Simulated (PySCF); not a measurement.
Predicted microwave data (PySCF, PBE0-D3(BJ)/def2-SVP geometry optimisation, gas phase) for one isomer of C5H13PSi2:

| Item | Value |
| --- | --- |
| Rotational constants | A = 1520, B = 474.4, C = 382.8 MHz |
| Dipole components | \|μa\| = 1.57 D, \|μb\| = 0.87 D, \|μc\| = 0.40 D |
| Inertial defect | -77.44 u·Å² |
| κ | -0.84 |

Task: Which candidate fits, each taken in the one conformer that was computed?
A. `[CH3:1][P:2]1[CH2:3][CH2:4][C:5]([SiH3:6])=[C:7]1[SiH3:8]` with C1–P2–C3–C4 79°, P2–C3–C4–C5 24°, C3–C4–C5–Si6 163°, C1–P2–C7–C5 -92°
B. `[PH2:1][Si@H:2]1[CH2:3][Si@H:4]([CH:5]2[CH2:6][CH2:7]2)[CH2:8]1` with H–P1–Si2–C3 82° and 176°, C3–Si4–C5–C6 93°
C. `[CH3:1][C:2]#[C:3][Si@@H:4]([PH2:5])[CH2:6][CH2:7][SiH3:8]` with C3–Si4–P5–H -63° and -157°, C3–Si4–C6–C7 -173°, Si4–C6–C7–Si8 -178°

Result: C. It is CC#C[Si@@H](P)CC[SiH3], an asymmetric top, point group C1. The candidates at the same level (rigid rotor, commonest isotopes):

```tsv
SMILES	A (MHz)	B (MHz)	C (MHz)	μa (D)	μb (D)	μc (D)	Δ (u·Å²)	point group	rotor
CP1CCC([SiH3])=C1[SiH3]	1439	990.3	670.3	0.18	1.59	0.95	-107.51	C1	asymmetric top
CC#C[Si@@H](P)CC[SiH3]	1520	474.4	382.8	1.57	0.87	0.40	-77.44	C1	asymmetric top
P[Si@H]1C[Si@H](C2CC2)C1	3783	501.0	484.9	1.10	0.00	1.14	-100.17	Cs	near-prolate asymmetric top
```

`P[Si@H]1C[Si@H](C2CC2)C1` has A 149 % too high; `CP1CCC([SiH3])=C1[SiH3]` has B 109 % too high. No structure here is proved a minimum.
